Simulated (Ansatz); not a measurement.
Reaction (cleavage of the Si–B bond): `C#CB[SiH2]C` + `[CH3][AlH][OH]` → `[CH3][AlH][O][SiH2]C` + `BC#C`

Calculated with Ansatz (gas phase, PBE0-D4/def2-TZVP geometries, no zero-point term in ΔE). CBS: MP2 limit from def2 TZ/QZ plus the TZ coupled-cluster correction, frozen cores. Functionals use def2-TZVPP. Each species was taken in one conformer, which may not be the lowest.

`C#CB[SiH2]C`:

```xyz
12

C     1.197   -2.563   -0.292
C     1.332   -1.367   -0.428
B     1.432    0.119   -0.571
Si   -0.100    1.323   -0.054
C    -1.604    0.419    0.602
H     1.094   -3.618   -0.178
H     2.445    0.588   -1.002
H     0.409    2.288    0.967
H    -0.466    2.132   -1.256
H    -1.346   -0.161    1.491
H    -2.403    1.115    0.867
H    -1.991   -0.276   -0.147
```

`[CH3][AlH][OH]`:

Cartesian coordinates in Å:
```
C 0.431 0.647 1.001
Al -0.433 -0.492 -0.311
O 0.086 -0.369 -1.926
H -0.287 1.339 1.453
H 1.237 1.238 0.560
H 0.851 0.057 1.822
H -1.591 -1.526 0.030
H -0.294 -0.894 -2.628
```

`[CH3][AlH][O][SiH2]C`:

Z-matrix (Å, degrees):
```
C
Al 1 1.944
H 1 1.096 2 110.3
H 1 1.093 2 112.2 3 -119.3
H 1 1.094 2 111.9 3 118.6
O 2 1.686 1 119.6 3 93.4
H 2 1.582 1 123.8 3 -85.8
Si 6 1.626 2 165.5 1 -1.6
C 8 1.865 6 111.6 2 7.4
H 8 1.490 6 109.1 2 128.5
H 8 1.491 6 109.1 2 -113.6
H 9 1.093 8 111.1 6 60.5
H 9 1.094 8 110.4 6 -179.8
H 9 1.093 8 111.1 6 -60.0
```

`BC#C`:

Cartesian coordinates in Å:
```
B 0.356 -0.920 -0.558
C -0.116 0.298 0.181
C -0.495 1.280 0.777
H 1.302 -1.527 -0.159
H -0.217 -1.277 -1.542
H -0.830 2.146 1.301
```

```tsv
level	ΔE (kcal/mol)
B2PLYP	-31.8
HF/def2-TZVPP	-38.0
```

Q: What does CCSD(T)/CBS give? (An estimate is asked.)

A: Computed: -30.8 kcal/mol. The listed levels differ from it by -1.0, -7.2 kcal/mol.

Largest T1 diagnostic among the species: 0.014.

From PBE to PBE0 (25 % exact exchange), in def2-TZVPP and without D4, ΔE moves by −2.6 kcal/mol. In def2-TZVPP, CCSD(T) changes the Hartree–Fock value by +7.2 kcal/mol (the triples alone add +1.0 kcal/mol) and MP2 by +5.8 kcal/mol.
